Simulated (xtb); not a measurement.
C4H7FO2, SMILES C=C(F)OCCO. All values are semi-empirical tight-binding results from xtb (GFN2-xTB unless named), good for trends rather than for accurate numbers. The structure is a stationary point at GFN2-xTB. The structure was generated by enumeration, and PubChem lists no compound with its InChIKey, so it may never have been made. Other conformers were not sampled.

Estimate the properties. (An estimate is asked for; the answer gives what the named calculation found.)


- orbital gap: 5.20 eV
- dipole moment: 1.16 D
- zero-point energy: 66.8 kcal/mol
- G − E(el) at 298.15 K (modified RRHO): 46.1 kcal/mol
- static polarisability (D4 model): 61.0 bohr³
- solvation energy, GFN2-xTB/ALPB(water): -5.4 kcal/mol
- solvation energy, GFN2-xTB/ALPB(ether): -7.9 kcal/mol

Computed IR lines (harmonic; lines under 4 % of the strongest left out, lines within 3 cm⁻¹ merged):
ν (cm⁻¹): 386 (w), 420 (m), 556 (w), 806 (w), 899 (w), 961 (w), 1065 (m), 1073 (w), 1116 (m), 1216 (w), 1227 (vs), 1323 (w), 1351 (w), 1355 (w), 1738 (vs), 2890 (w), 2929 (w), 2943 (w), 2994 (w), 3533 (w) (against the strongest line: vs over 80 %, s over 45 %, m over 15 %, w over 4 %, vw less)
